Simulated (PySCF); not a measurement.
# Shifts of the heteroatoms

Geometry:
```csv
atom,x (Å),y (Å),z (Å)
C1,-2.903,-1.070,0.030
C2,-1.829,-0.375,-0.810
C3,-0.567,-0.157,-0.016
C4,0.453,-1.005,-0.106
C5,1.763,-0.938,0.596
Si6,3.180,-0.516,-0.615
C7,-0.569,1.056,0.876
C8,0.063,2.249,0.165
F9,0.039,3.359,0.978
H10,-2.548,-2.044,0.357
H11,-3.812,-1.207,-0.551
H12,-3.144,-0.481,0.912
H13,-1.614,-0.991,-1.686
H14,-2.213,0.586,-1.159
H15,0.354,-1.849,-0.778
H16,1.740,-0.209,1.406
H17,1.977,-1.911,1.043
H18,2.901,0.764,-1.270
H19,3.275,-1.566,-1.629
H20,4.430,-0.434,0.142
H21,-0.017,0.869,1.799
H22,-1.594,1.319,1.146
H23,1.112,2.058,-0.080
H24,-0.488,2.513,-0.743
```

Computational details: shielding tensors at PBE0/pcSseg-1 (GIAO), coordinates at the GFN2-xTB level, in PySCF 2.14 (isolated molecule, relativity neglected, rapidly exchanging positions averaged, a single conformation).

(1) Predict the 19F NMR data.

(2) Where does 29Si resonate?

## Answers

(1) 
```json
{"atoms": "F9", "environment": "fluorine on an sp3 carbon", "σ (ppm)": "408.8", "δ (ppm)": "-208.3"}
```

Shieldings were converted by a linear fit to measured shifts: 19F: δ = 146.13 − 0.903σ +14.6 on sp3 carbon (rms 6.0 ppm, 223 shifts, 7.0 ppm with the 5 outliers that the fit left out vs CFCl3, solution or neat liquid). Occasional misses reach two or three times the rms, and more in compound classes unlike the fitted ones.

On a 300 MHz spectrometer 19F resonates near 282.3 MHz, so 1 ppm is 282.3 Hz.

(2) 
```tsv
atoms	environment	σ (ppm)	δ (ppm)
Si6	silicon bonded to C, 3 H	416.9	-62.7
```

Shieldings were converted by a linear fit to measured shifts: 29Si (scatter 8.9 ppm rms, 25.8 ppm with the 6 outliers that the fit left out vs TMS, solution or neat liquid). Occasional misses reach two or three times the rms, and more in compound classes unlike the fitted ones.

On a 300 MHz spectrometer 29Si resonates near 59.6 MHz, so 1 ppm is 59.6 Hz.
